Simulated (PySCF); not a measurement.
F2HSi, FH4OSi2, FH5OSi2, AlBFH4Si and others (calculated)

Computed with PySCF 2.14.0. Calculation on a computer-drawn molecule: the log of a Hartree-Fock and frozen-core CCSD(T) single point meant for a local Hartree-Fock minimum, with one planted fault or none, to be diagnosed. Offsets are logged minus clean, where the clean run is the same molecule without the fault. The reference is restricted for singlets and unrestricted otherwise, and also for a bond in bohr or an excited solution. Adding or removing an electron swaps singlet and doublet. The excited solution moves the top pair (singlet) or top alpha electron (doublet) to the lowest empty orbital. Highest occupied and lowest empty are orbital energies over both spins, largest force is the largest gradient component, triples share is (T) over the correlation energy, the T1 limit is 0.02 restricted and 0.045 unrestricted, electrons count all cores, a negative frequency is imaginary (commonest isotopes), and the dipole is about the centre of nuclear charge.

Common to all runs: logged SCF converged yes; possible faults no fault, one electron removed, one electron added, multiplicity raised by two, geometry at a saddle point, SCF held on an excited solution, minimal basis STO-3G, one bond length entered in bohr, all coordinates scaled.

```json
{"entry": 1, "formula": "F2HSi", "logged_structure": {"atoms_angstrom": [["F", -1.3038, -0.8489, 0.0], ["Si", 0.0, 0.1287, 0.0], ["F", 1.3038, -0.8489, 0.0], ["H", 0.0, 1.569, 0.0]]}, "given": {"meant_charge": -1, "meant_multiplicity": 1, "meant_basis": "aug-cc-pV(D+d)Z", "logged_electrons": 34, "logged_basis_functions": 87, "logged_spin_squared": 0.0, "logged_highest_occupied [eV]": 0.11378, "logged_lowest_empty [eV]": 4.5708, "logged_largest_force [hartree/bohr]": 4.0389e-05, "logged_lowest_frequency [cm^-1]": -1532.1, "logged_T1_diagnostic": 0.018756, "logged_D1_diagnostic": 0.055644, "logged_triples_share": 0.031155, "logged_CC_converged": "yes", "logged_dipole_magnitude [debye]": 1.9696, "logged_SCF_stable_within_its_kind": "yes", "logged_energy_HF [hartree]": -488.40139, "logged_energy_CCSD(T) [hartree]": -488.97166, "drawn_bonds_atom": [1, 2, 2], "drawn_bonds_other_atom": [2, 3, 4], "drawn_bonds_order": [1, 1, 1]}, "results": {"planted_fault": "geometry at a saddle point", "HF_energy_offset_from_clean_run [kcal/mol]": 81.26, "CCSD(T)_energy_offset_from_clean_run [kcal/mol]": 71.69}, "notes": ["highest electron not bound in this basis"]}
{"entry": 2, "formula": "FH4OSi2", "logged_structure": {"atoms_angstrom": [["F", -2.3151, -1.5058, 1.557], ["Si", -1.2723, -0.5346, 0.8453], ["O", 0.1465, -0.7596, 1.7934], ["Si", 1.0312, -1.34, 2.9298], ["H", -1.6505, 0.8591, 1.0163], ["H", -0.9403, -1.0068, -0.4894], ["H", 0.4692, -2.3067, 3.863], ["H", 2.4097, -0.8817, 3.0116]]}, "given": {"meant_charge": 1, "meant_multiplicity": 1, "meant_basis": "cc-pV(D+d)Z", "logged_electrons": 49, "logged_basis_functions": 94, "logged_spin_squared": 0.769, "logged_highest_occupied [eV]": -6.4392, "logged_lowest_empty [eV]": 3.0086, "logged_largest_force [hartree/bohr]": 0.075116, "logged_T1_diagnostic": 0.013751, "logged_D1_diagnostic": 0.041807, "logged_triples_share": 0.019567, "logged_CC_converged": "yes", "logged_dipole_magnitude [debye]": 2.1605, "logged_SCF_stable_within_its_kind": "yes", "logged_energy_HF [hartree]": -754.57711, "logged_energy_CCSD(T) [hartree]": -755.17642, "drawn_bonds_atom": [1, 2, 3, 2, 2, 4, 4], "drawn_bonds_other_atom": [2, 3, 4, 5, 6, 7, 8], "drawn_bonds_order": [1, 1, 1, 1, 1, 1, 1]}, "results": {"planted_fault": "one electron added", "HF_energy_offset_from_clean_run [kcal/mol]": -131.5, "CCSD(T)_energy_offset_from_clean_run [kcal/mol]": -138.4}}
{"entry": 3, "formula": "FH4OSi2", "logged_structure": {"atoms_angstrom": [["F", -2.542, -1.6533, 1.7095], ["Si", -1.397, -0.587, 0.9281], ["O", 0.1609, -0.8341, 1.9691], ["Si", 1.1322, -1.4714, 3.2169], ["H", -1.8122, 0.9433, 1.1159], ["H", -1.0325, -1.1055, -0.5374], ["H", 0.5152, -2.5328, 4.2416], ["H", 2.6459, -0.9681, 3.3067]]}, "given": {"meant_charge": 1, "meant_multiplicity": 1, "meant_basis": "cc-pV(D+d)Z", "logged_electrons": 48, "logged_basis_functions": 94, "logged_spin_squared": 0.0, "logged_highest_occupied [eV]": -17.365, "logged_lowest_empty [eV]": -5.1647, "logged_largest_force [hartree/bohr]": 0.055351, "logged_T1_diagnostic": 0.02082, "logged_D1_diagnostic": 0.075383, "logged_triples_share": 0.024769, "logged_CC_converged": "yes", "logged_dipole_magnitude [debye]": 7.2057, "logged_SCF_stable_within_its_kind": "yes", "logged_energy_HF [hartree]": -754.29815, "logged_energy_CCSD(T) [hartree]": -754.90732, "drawn_bonds_atom": [1, 2, 3, 2, 2, 4, 4], "drawn_bonds_other_atom": [2, 3, 4, 5, 6, 7, 8], "drawn_bonds_order": [1, 1, 1, 1, 1, 1, 1]}, "results": {"planted_fault": "all coordinates scaled, by +9.8 %", "HF_energy_offset_from_clean_run [kcal/mol]": 43.55, "CCSD(T)_energy_offset_from_clean_run [kcal/mol]": 30.48}, "notes": ["T1 above single-reference limit"]}
{"entry": 4, "formula": "FH5OSi2", "logged_structure": {"atoms_angstrom": [["F", -3.2092, 1.0532, -0.7014], ["Si", -1.9352, 0.1031, -0.9672], ["O", -0.3871, -0.2188, 1.6523], ["Si", -0.0833, 0.0885, 3.2448], ["H", -1.1013, 0.7661, -1.9752], ["H", -2.4454, -1.1956, -1.4182], ["H", 0.1046, 1.539, 3.4464], ["H", 1.1464, -0.6325, 3.6223], ["H", -1.214, -0.384, 4.0679]]}, "given": {"meant_charge": 0, "meant_multiplicity": 1, "meant_basis": "cc-pV(D+d)Z", "logged_electrons": 50, "logged_basis_functions": 99, "logged_spin_squared": 0.9843, "logged_highest_occupied [eV]": -8.887, "logged_lowest_empty [eV]": 1.1625, "logged_largest_force [hartree/bohr]": 0.029724, "logged_T1_diagnostic": 0.041974, "logged_D1_diagnostic": 0.2853, "logged_triples_share": 0.019283, "logged_CC_converged": "yes", "logged_dipole_magnitude [debye]": 2.5613, "logged_SCF_stable_within_its_kind": "yes", "logged_energy_HF [hartree]": -755.06833, "logged_energy_CCSD(T) [hartree]": -755.6572, "drawn_bonds_atom": [1, 2, 3, 2, 2, 4, 4, 4], "drawn_bonds_other_atom": [2, 3, 4, 5, 6, 7, 8, 9], "drawn_bonds_order": [1, 1, 1, 1, 1, 1, 1, 1]}, "results": {"planted_fault": "one bond length entered in bohr, row 2 of the drawn bonds", "HF_energy_offset_from_clean_run [kcal/mol]": 109.6, "CCSD(T)_energy_offset_from_clean_run [kcal/mol]": 129.0}}
{"entry": 5, "formula": "AlBFH4Si", "logged_structure": {"atoms_angstrom": [["F", 0.7443, -0.4241, -2.6804], ["Si", 0.9288, 0.7626, -1.6225], ["B", -0.6776, 0.37, -0.3324], ["Al", -2.4378, -0.1336, 1.0036], ["H", 0.6978, 2.0747, -2.2278], ["H", 2.162, 0.617, -0.8481], ["H", -2.0275, -1.106, 2.1471], ["H", -3.7339, 0.5913, 0.5387]]}, "given": {"meant_charge": 1, "meant_multiplicity": 1, "meant_basis": "cc-pV(D+d)Z", "logged_electrons": 44, "logged_basis_functions": 94, "logged_spin_squared": 2.0087, "logged_highest_occupied [eV]": -15.115, "logged_lowest_empty [eV]": -7.1382, "logged_largest_force [hartree/bohr]": 0.014159, "logged_T1_diagnostic": 0.02293, "logged_D1_diagnostic": 0.11116, "logged_triples_share": 0.021964, "logged_CC_converged": "yes", "logged_dipole_magnitude [debye]": 5.6567, "logged_SCF_stable_within_its_kind": "yes", "logged_energy_HF [hartree]": -656.95716, "logged_energy_CCSD(T) [hartree]": -657.40052, "drawn_bonds_atom": [1, 2, 3, 2, 2, 4, 4], "drawn_bonds_other_atom": [2, 3, 4, 5, 6, 7, 8], "drawn_bonds_order": [1, 1, 1, 1, 1, 1, 1]}, "results": {"planted_fault": "multiplicity raised by two", "HF_energy_offset_from_clean_run [kcal/mol]": 37.59, "CCSD(T)_energy_offset_from_clean_run [kcal/mol]": 41.28}}
{"entry": 6, "formula": "AlFH3NSi", "logged_structure": {"atoms_angstrom": [["F", -0.7777, 2.7007, 0.809], ["Si", 0.883, 1.0371, -1.1602], ["N", 1.9371, 0.1438, -0.1579], ["Al", 2.0666, 0.1599, 1.6702], ["H", 1.5587, 1.9852, -2.066], ["H", -0.0625, 0.2145, -1.9384], ["H", 2.5663, -0.4727, -0.6541]]}, "given": {"meant_charge": 0, "meant_multiplicity": 1, "meant_basis": "cc-pV(D+d)Z", "logged_electrons": 46, "logged_basis_functions": 89, "logged_spin_squared": 0.9083, "logged_highest_occupied [eV]": -8.4034, "logged_lowest_empty [eV]": 1.25, "logged_largest_force [hartree/bohr]": 0.010326, "logged_T1_diagnostic": 0.062984, "logged_D1_diagnostic": 0.39548, "logged_triples_share": 0.027414, "logged_CC_converged": "yes", "logged_dipole_magnitude [debye]": 1.8507, "logged_SCF_stable_within_its_kind": "yes", "logged_energy_HF [hartree]": -686.43326, "logged_energy_CCSD(T) [hartree]": -686.95541, "drawn_bonds_atom": [1, 2, 3, 2, 2, 3], "drawn_bonds_other_atom": [2, 3, 4, 5, 6, 7], "drawn_bonds_order": [1, 1, 1, 1, 1, 1]}, "results": {"planted_fault": "one bond length entered in bohr, row 1 of the drawn bonds", "HF_energy_offset_from_clean_run [kcal/mol]": 109.9, "CCSD(T)_energy_offset_from_clean_run [kcal/mol]": 125.2}, "notes": ["T1 above single-reference limit"]}
{"entry": 7, "formula": "FH4Si2", "logged_structure": {"atoms_angstrom": [["F", -1.0993, 2.2136, 0.0484], ["Si", -0.6289, 1.2482, -1.0649], ["Si", 1.3665, 0.3491, -0.6934], ["H", -1.7663, 0.434, -1.216], ["H", -0.6579, 2.0601, -2.2131], ["H", 0.896, -0.7671, 0.0734], ["H", 1.3565, -0.3014, -1.9756]]}, "given": {"meant_charge": -1, "meant_multiplicity": 1, "meant_basis": "aug-cc-pV(D+d)Z", "logged_electrons": 42, "logged_basis_functions": 123, "logged_spin_squared": 0.0, "logged_highest_occupied [eV]": -2.2558, "logged_lowest_empty [eV]": 3.9292, "logged_largest_force [hartree/bohr]": 0.056648, "logged_T1_diagnostic": 0.015319, "logged_D1_diagnostic": 0.038628, "logged_triples_share": 0.027461, "logged_CC_converged": "yes", "logged_dipole_magnitude [debye]": 4.3748, "logged_SCF_stable_within_its_kind": "yes", "logged_energy_HF [hartree]": -679.67648, "logged_energy_CCSD(T) [hartree]": -680.16371, "drawn_bonds_atom": [1, 2, 2, 2, 3, 3], "drawn_bonds_other_atom": [2, 3, 4, 5, 6, 7], "drawn_bonds_order": [1, 1, 1, 1, 1, 1]}, "results": {"planted_fault": "all coordinates scaled, by -6.4 %", "HF_energy_offset_from_clean_run [kcal/mol]": 15.9, "CCSD(T)_energy_offset_from_clean_run [kcal/mol]": 18.55}}
{"entry": 8, "formula": "F2H4Si2", "logged_structure": {"atoms_angstrom": [["F", -0.5434, -2.7187, 0.8967], ["Si", -0.313, -1.1131, 0.9693], ["Si", -1.7456, -0.2809, 2.6494], ["F", -1.5051, 1.3228, 2.7309], ["H", 1.1077, -0.8762, 1.2871], ["H", -0.6322, -0.5523, -0.3572], ["H", -1.4336, -0.8504, 3.9738], ["H", -3.167, -0.5067, 2.3264]]}, "given": {"meant_charge": 0, "meant_multiplicity": 1, "meant_basis": "cc-pV(D+d)Z", "logged_electrons": 50, "logged_basis_functions": 94, "logged_spin_squared": 0.0, "logged_highest_occupied [eV]": -4.5355, "logged_lowest_empty [eV]": -5.1882, "logged_largest_force [hartree/bohr]": 0.050303, "logged_CC_converged": "no", "logged_dipole_magnitude [debye]": 0.0052414, "logged_SCF_stable_within_its_kind": "no", "logged_energy_HF [hartree]": -778.65784, "drawn_bonds_atom": [1, 2, 3, 2, 2, 3, 3], "drawn_bonds_other_atom": [2, 3, 4, 5, 6, 7, 8], "drawn_bonds_order": [1, 1, 1, 1, 1, 1, 1]}, "results": {"planted_fault": "SCF held on an excited solution", "HF_energy_offset_from_clean_run [kcal/mol]": 335.4}, "notes": ["CCSD not converged"]}
{"entry": 9, "formula": "ClFH3Si2", "logged_structure": {"atoms_angstrom": [["F", 0.4131, 1.4122, 0.8915], ["Si", 1.0821, 1.1404, -0.6727], ["Si", 1.0479, -1.3336, -1.0711], ["Cl", 2.0206, -1.7251, -3.0255], ["H", 0.2146, 1.938, -1.7062], ["H", 2.5569, 1.6657, -0.6751], ["H", -0.3904, -1.9663, -1.1217]]}, "given": {"meant_charge": 0, "meant_multiplicity": 2, "meant_basis": "cc-pV(D+d)Z", "logged_electrons": 57, "logged_basis_functions": 98, "logged_spin_squared": 0.7574, "logged_highest_occupied [eV]": -9.5952, "logged_lowest_empty [eV]": 0.16529, "logged_largest_force [hartree/bohr]": 0.049439, "logged_T1_diagnostic": 0.01527, "logged_D1_diagnostic": 0.054615, "logged_triples_share": 0.023342, "logged_CC_converged": "yes", "logged_dipole_magnitude [debye]": 0.38897, "logged_SCF_stable_within_its_kind": "yes", "logged_energy_HF [hartree]": -1138.61265, "logged_energy_CCSD(T) [hartree]": -1139.17396, "drawn_bonds_atom": [1, 2, 3, 2, 2, 3], "drawn_bonds_other_atom": [2, 3, 4, 5, 6, 7], "drawn_bonds_order": [1, 1, 1, 1, 1, 1]}, "results": {"planted_fault": "all coordinates scaled, by +6.3 %", "HF_energy_offset_from_clean_run [kcal/mol]": 14.51, "CCSD(T)_energy_offset_from_clean_run [kcal/mol]": 11.11}}
{"entry": 10, "formula": "ClF2HSi", "logged_structure": {"atoms_angstrom": [["F", -2.6937, 0.134, 0.9243], ["Si", -2.2281, -0.8303, -0.1916], ["F", -2.2645, -0.042, -1.5218], ["Cl", -3.4926, -2.3355, -0.3052], ["H", -0.9116, -1.2679, 0.0708]]}, "given": {"meant_charge": 0, "meant_multiplicity": 1, "meant_basis": "cc-pV(D+d)Z", "logged_electrons": 50, "logged_basis_functions": 79, "logged_spin_squared": 0.0, "logged_highest_occupied [eV]": -13.516, "logged_lowest_empty [eV]": 4.7748, "logged_largest_force [hartree/bohr]": 0.032527, "logged_T1_diagnostic": 0.010689, "logged_D1_diagnostic": 0.029197, "logged_triples_share": 0.017093, "logged_CC_converged": "yes", "logged_dipole_magnitude [debye]": 1.4301, "logged_SCF_stable_within_its_kind": "yes", "logged_energy_HF [hartree]": -948.08295, "logged_energy_CCSD(T) [hartree]": -948.71828, "drawn_bonds_atom": [1, 2, 2, 2], "drawn_bonds_other_atom": [2, 3, 4, 5], "drawn_bonds_order": [1, 1, 1, 1]}, "results": {"planted_fault": "all coordinates scaled, by -2.7 %", "HF_energy_offset_from_clean_run [kcal/mol]": 3.195, "CCSD(T)_energy_offset_from_clean_run [kcal/mol]": 5.164}}
```
